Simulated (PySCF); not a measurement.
Working out the ionisation energy of Rb¹⁹⁺

Rb¹⁹⁺ [Ar] (1S) → Rb²⁰⁺ [Ne] 3s2 3p5 (2P). Computed with PySCF 2.14 in an even-tempered Gaussian basis (18 s from 1.9 bohr⁻², ratio 2.5; 12 p from 2.4 bohr⁻², ratio 2.5; 5 d from 13 bohr⁻², ratio 2.7; 4 f from 20 bohr⁻², ratio 2.7), with scalar relativity by spin-free X2C-1e. Frozen: 1s2; the 21 highest virtual orbitals dropped. Energies in hartree (1 hartree = 27.21139 eV):

| part | Rb¹⁹⁺ (lower) | Rb²⁰⁺ (upper) |
| --- | --- | --- |
| UHF | -2778.884147 | -2747.253047 |
| CCSD correlation | -0.625424 | -0.594909 |
| (T) | -0.002329 | -0.002296 |

What does Hartree-Fock give?

(-2747.253047) − (-2778.884147) = 31.631100 hartree = 860.726 eV.

What do CCSD and CCSD(T) give?

The CCSD correlation energies differ by 0.030515 hartree = 0.830 eV and the triples by 0.000033 hartree = 0.001 eV, so CCSD gives 861.556 eV and CCSD(T) 861.557 eV.

Reference: 857 ± 3 eV (semi-empirical (NIST evaluation); NIST Atomic Spectra Database, ionization energies), between the lowest levels; spin-orbit coupling is absent from the calculation.

What remains against the reference includes basis incompleteness, the frozen core and higher excitations.
